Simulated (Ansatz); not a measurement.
Geometry optimisation, RKS B3LYP-D4/def2-SVP in Ansatz 0.2.0.

Input:

```yaml
crystal:
  periodic: [false, false, false]
  atoms:
    - { symbol: Ge, position_ang: [0.354557, -0.239619, -0.561756] }
    - { symbol: F, position_ang: [-1.079144, -0.466022, 1.936406] }
    - { symbol: H, position_ang: [1.378451, -0.182679, -1.720663] }
    - { symbol: C, position_ang: [-0.586963, 1.471824, -0.381546] }
    - { symbol: H, position_ang: [-1.459913, 1.345747, 0.274208] }
    - { symbol: H, position_ang: [0.077195, 2.236739, 0.054536] }
    - { symbol: H, position_ang: [-0.912477, 1.819956, -1.374185] }
    - { symbol: H, position_ang: [-0.598864, -1.42349, -0.807133] }
    - { symbol: H, position_ang: [1.189258, -0.532368, 0.714337] }
    - { symbol: H, position_ang: [-0.157799, -0.554889, 1.994195] }
basis:
  gaussian: { orbitals: def2-SVP }
hamiltonian:
  xc: b3lyp
  dispersion: d4
relax:
  f_tol: 0.03
  max_steps: 50
output:
  orbitals: {}
```

Command:

```bash
$ ansatz run input.yaml --threads 2 --pin off --max-ram 3072MiB --backend cpu --events-out ev --progress --plain --runs-dir out
```

**Question.** Where does it end, and by what steps?

**Answer.** The run converged. After 10 steps the energy has fallen by 0.057 eV; H5 moved furthest, 0.28 Å.

```json
{"step": "0", "energy less start (eV)": "0.0000", "largest force component (eV/Å)": "0.287", "accepted": "yes"}
{"step": "1", "energy less start (eV)": "-0.0197", "largest force component (eV/Å)": "1.229", "accepted": "yes"}
{"step": "2", "energy less start (eV)": "-0.0425", "largest force component (eV/Å)": "0.050", "accepted": "yes"}
{"step": "3", "energy less start (eV)": "-0.0488", "largest force component (eV/Å)": "0.160", "accepted": "yes"}
{"step": "4", "energy less start (eV)": "-0.0276", "largest force component (eV/Å)": "1.275", "accepted": "no"}
{"step": "5", "energy less start (eV)": "-0.0532", "largest force component (eV/Å)": "0.088", "accepted": "yes"}
{"step": "6", "energy less start (eV)": "-0.0552", "largest force component (eV/Å)": "0.089", "accepted": "yes"}
{"step": "7", "energy less start (eV)": "-0.0510", "largest force component (eV/Å)": "0.518", "accepted": "no"}
{"step": "8", "energy less start (eV)": "-0.0561", "largest force component (eV/Å)": "0.050", "accepted": "yes"}
{"step": "9", "energy less start (eV)": "-0.0562", "largest force component (eV/Å)": "0.132", "accepted": "yes"}
{"step": "10", "energy less start (eV)": "-0.0567", "largest force component (eV/Å)": "0.015", "accepted": "yes"}
```

```xyz
10
Properties=species:S:1:pos:R:3
Ge 0.397 -0.224 -0.619
F -1.158 -0.467 2.172
H 1.532 -0.120 -1.659
C -0.567 1.469 -0.399
H -1.247 1.367 0.459
H 0.138 2.291 -0.207
H -1.150 1.702 -1.302
H -0.551 -1.374 -1.006
H 1.069 -0.605 0.735
H -0.258 -0.565 1.956
```

Time of the run: 41 s on 2 threads of Arm Neoverse N1 (shared host), peak memory 0.2 GiB.
